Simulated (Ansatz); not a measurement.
The cluster B8H13. Charge 0, multiplicity 2. Geometry r2SCAN-D4/def2-SVPD, that of the charge -1 singlet.

```
atom    x (Å)    y (Å)    z (Å)
  B1   0.4757   0.5226  -1.0877
  B2  -0.0621   1.3741   0.3669
  B3  -0.3330  -1.1185  -1.2436
  B4  -1.7784  -1.3152  -0.1239
  B5   1.2587  -1.0129  -0.5511
  B6   1.3001   0.3313   0.4156
  B7  -1.2511   0.3005  -0.6402
  B8   1.0261   1.2582   1.8509
  H9  -2.8454  -1.6197  -0.6220
 H10   2.2529  -1.6497  -0.7887
 H11   1.4118   2.3829   2.0586
 H12  -0.9411  -2.1965  -0.5633
 H13  -0.1384   2.5516   0.1392
 H14  -2.0349   0.9893  -1.2458
 H15   2.2267   0.7386   1.2068
 H16   0.8758   1.1355  -2.0435
 H17  -1.6410  -1.5215   1.0712
 H18  -0.4930  -1.4501  -2.3989
 H19  -1.1867   0.7608   0.6607
 H20   0.9275   0.5224   2.8095
 H21   0.9501  -0.9838   0.7295
```

The structure comes from a short search, and lower isomers may exist.

Question: Estimate the α-spin orbital energies around the gap (eV) in Ansatz with PBE-D4/def2-TZVPD, PBE0-D4/def2-TZVPD.

Answer: 
```json
{"orbital": "HOMO−5", "PBE-D4/def2-TZVPD": "-8.72", "PBE0-D4/def2-TZVPD": "-10.01"}
{"orbital": "HOMO−4", "PBE-D4/def2-TZVPD": "-8.24", "PBE0-D4/def2-TZVPD": "-9.54"}
{"orbital": "HOMO−3", "PBE-D4/def2-TZVPD": "-8.10", "PBE0-D4/def2-TZVPD": "-9.43"}
{"orbital": "HOMO−2", "PBE-D4/def2-TZVPD": "-7.91", "PBE0-D4/def2-TZVPD": "-9.18"}
{"orbital": "HOMO−1", "PBE-D4/def2-TZVPD": "-7.43", "PBE0-D4/def2-TZVPD": "-8.72"}
{"orbital": "HOMO", "PBE-D4/def2-TZVPD": "-6.35", "PBE0-D4/def2-TZVPD": "-7.30"}
{"orbital": "LUMO", "PBE-D4/def2-TZVPD": "-3.01", "PBE0-D4/def2-TZVPD": "-2.17"}
{"orbital": "LUMO+1", "PBE-D4/def2-TZVPD": "-1.52", "PBE0-D4/def2-TZVPD": "-0.71"}
{"orbital": "LUMO+2", "PBE-D4/def2-TZVPD": "-0.71", "PBE0-D4/def2-TZVPD": "-0.02"}
{"orbital": "LUMO+3", "PBE-D4/def2-TZVPD": "-0.46", "PBE0-D4/def2-TZVPD": "0.17"}
{"orbital": "LUMO+4", "PBE-D4/def2-TZVPD": "-0.07", "PBE0-D4/def2-TZVPD": "0.48"}
{"orbital": "LUMO+5", "PBE-D4/def2-TZVPD": "0.01", "PBE0-D4/def2-TZVPD": "0.50"}
{"orbital": "β HOMO", "PBE-D4/def2-TZVPD": "-7.32", "PBE0-D4/def2-TZVPD": "-8.54"}
{"orbital": "β LUMO", "PBE-D4/def2-TZVPD": "-5.79", "PBE0-D4/def2-TZVPD": "-5.03"}
```
